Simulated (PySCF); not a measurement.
# Reading the logs of faulty runs: AlBClH3O

All numbers below are calculated, not measured. The program is PySCF 2.14.0, an open-source quantum chemistry code, run on an isolated molecule that a program drew, which may never have been made. The molecule is AlBClH3O (charge 0, singlet), drawn as the SMILES string `B[O][AlH][Cl]`.

Each row is a Hartree-Fock (HF) and frozen-core CCSD(T) single point in the cc-pV(D+d)Z basis, meant for a local HF minimum. Run 1 is clean. Each other run has one planted mistake out of seven kinds, and not every kind appears here: one electron removed, one electron added, multiplicity raised by two, geometry at a saddle point, minimal basis STO-3G, one bond length entered in bohr, all coordinates scaled. The reference is restricted for singlets and unrestricted otherwise, and also for a bond in bohr. Adding or removing an electron swaps singlet and doublet. Electrons count all cores. HOMO and LUMO are orbital energies over both spins, the gradient is its largest component, and the lowest frequency (negative if imaginary) is given only where the gradient is small. Bond lengths are over the 6 bonds as drawn. T1 is the CCSD diagnostic: over 0.02 (restricted) or 0.045 (unrestricted) a single reference is doubtful.

Geometry of the clean run:
```xyz
7
AlBClH3O, angstrom
B     0.3554   -2.1351    0.0278
O     0.5873   -0.8586    0.3760
Al    0.9433    0.6897    0.9003
Cl    2.2150    0.9068    2.5598
H     1.0763   -2.6751   -0.7721
H    -0.5753   -2.7259    0.5136
H     0.3536    1.9380    0.1846
```

```
run  electrons  basis functions  <S^2>  HOMO (eV)  LUMO (eV)  gradient (hartree/bohr)  lowest frequency (cm^-1)  mean bond (Å)  longest bond (Å)      T1  HF (hartree)  CCSD(T) (hartree)                          mistake
  1         46               89  0.000     -11.78       1.75                  2.9e-05                        77         1.5138             2.102  0.0141    -802.88902         -803.40142                         no fault
  2         46               89  0.619      -9.09       1.53                  2.5e-02                         -         1.6924             2.276  0.0587    -802.76917         -803.28464  one bond length entered in bohr
  3         46               89  2.024      -5.78      -2.21                  2.7e-02                         -         1.5138             2.102  0.0161    -802.67465         -803.19256       multiplicity raised by two
  4         46               31  0.000      -8.99       7.98                  3.8e-02                         -         1.5138             2.102  0.0201    -793.73993         -793.88561                                ?
  5         45               89  0.775     -16.93      -8.49                  1.0e-01                         -         1.5138             2.102  0.0456    -802.51087         -803.00648                                ?
```

**Which mistake was planted in run 4, and what did it cost?**

It has 31 basis functions where the clean run has 89, with the same electrons and geometry. So the mistake is: minimal basis STO-3G. Subtracting run 1 and multiplying by 627.51 kcal/mol a hartree, the energy moved by 5741.1 kcal/mol in HF and 5971.3 kcal/mol in CCSD(T).

**Which mistake was planted in run 5, and what did it cost?**

It counts 45 electrons, one fewer than the clean run, at the same geometry and basis. So the mistake is: one electron removed. Subtracting run 1 and multiplying by 627.51 kcal/mol a hartree, the energy moved by 237.3 kcal/mol in HF and 247.8 kcal/mol in CCSD(T).

Cautions from the logs. Run 2: T1 is over the limit, so its CCSD(T) energy is less reliable; run 4: T1 is over the limit, so its CCSD(T) energy is less reliable; run 5: T1 is over the limit, so its CCSD(T) energy is less reliable.
